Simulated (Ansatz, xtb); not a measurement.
## C4H4F4S: which of two isomers lies lower

Structure a: `C[C@H](F)C(=S)C(F)(F)F`, a singlet. Structure b: `FCC(=S)CC(F)(F)F`, a singlet. Both are isolated molecules in the gas phase, relaxed with B3LYP-D3(BJ)/def2-SVP, each in the lowest conformer that the search found.

a (Å):

```xyz
13

C     1.2075    0.2026   -0.1028
C     0.7858    1.1602   -1.2119
C    -0.6779    0.9819   -1.5823
C    -0.9179   -0.0419   -2.6927
F     1.0023    2.4517   -0.7900
F    -2.1989   -0.2967   -2.9136
F    -0.3078   -1.2088   -2.3943
F    -0.3729    0.4086   -3.8381
S    -1.8889    1.7971   -0.8956
H     1.0822   -0.8433   -0.4126
H     2.2638    0.3817    0.1454
H     0.5917    0.3921    0.7889
H     1.3997    0.9968   -2.1159
```

b (Å):

```xyz
13

C     1.0984    3.3418    0.0213
C     2.2963    2.4291   -0.1124
C     2.1392    1.0424    0.4630
C     1.3067    0.1268   -0.4237
F     0.3190    3.0074    1.1088
F     1.8736   -0.0449   -1.6261
F     0.0701    0.6175   -0.6307
F     1.1737   -1.0804    0.1433
S     3.6303    2.9155   -0.9028
H     1.4297    4.3878    0.1123
H     0.4832    3.2459   -0.8926
H     3.1236    0.5724    0.5804
H     1.6290    1.0942    1.4360
```

Quicker runs give these differences E(b) − E(a): GFN2-xTB −0.306 eV; HF/STO-3G +0.072 eV (at GFN2-xTB geometries); r2SCAN-D4/def2-SVP −0.201 eV (at GFN2-xTB geometries).

Task: Estimate E(b) − E(a) at the level CCSD(T)/def2-SVP + ΔMP2/def2-TZVPP.

Result: Calculated at CCSD(T)/def2-SVP + ΔMP2/def2-TZVPP: E(b) − E(a) = −0.207 eV, so structure b lies lower.

Level by level:

```csv
level,geometry,E(b) − E(a) (eV),departure from the last row (eV),"job, with rough time for the two"
GFN2-xTB,GFN2-xTB,−0.306,−0.099,"optimisation, 0.18 s"
HF/STO-3G,GFN2-xTB,+0.072,+0.279,"single point, 0.52 s"
r2SCAN-D4/def2-SVP,GFN2-xTB,−0.201,+0.006,"single point, 4.8 s"
B3LYP-D3(BJ)/def2-SVP,B3LYP-D3(BJ)/def2-SVP,−0.209,−0.001,"optimisation, 49 s"
HF/def2-SVP,B3LYP-D3(BJ)/def2-SVP,−0.307,−0.100,part of the CCSD(T) run
MP2/def2-SVP,B3LYP-D3(BJ)/def2-SVP,−0.178,+0.029,part of the CCSD(T) run
CCSD(T)/def2-SVP,B3LYP-D3(BJ)/def2-SVP,−0.186,+0.021,single point
CCSD(T)/def2-SVP + ΔMP2/def2-TZVPP,B3LYP-D3(BJ)/def2-SVP,−0.207,,"single point, 2.6 min"
```

As drawn, both hold the same kinds of bond in the same numbers. Structure a has 1 methyl group, b 0.

HF/STO-3G puts the two in the other order. The largest departure from CCSD(T)/def2-SVP + ΔMP2/def2-TZVPP is that of HF/STO-3G, 0.279 eV. The last row adds to CCSD(T) the change of the MP2 difference between the two basis sets, here −0.021 eV.

With thermal terms from frequencies at re-optimised GFN2-xTB minima (ideal gas, soft modes damped towards free rotors, one conformer each, 298.15 K, 1 atm): on the last row, ΔE + ΔZPE = −0.203, ΔH = −0.211, ΔG = −0.205 eV.

The correlated steps freeze 13 core orbitals. Mirror images aren't counted in ΔG. Programs: Ansatz 0.2.0, xtb 6.7.1; the last row on 4 threads of Arm Neoverse V2 on a shared host.
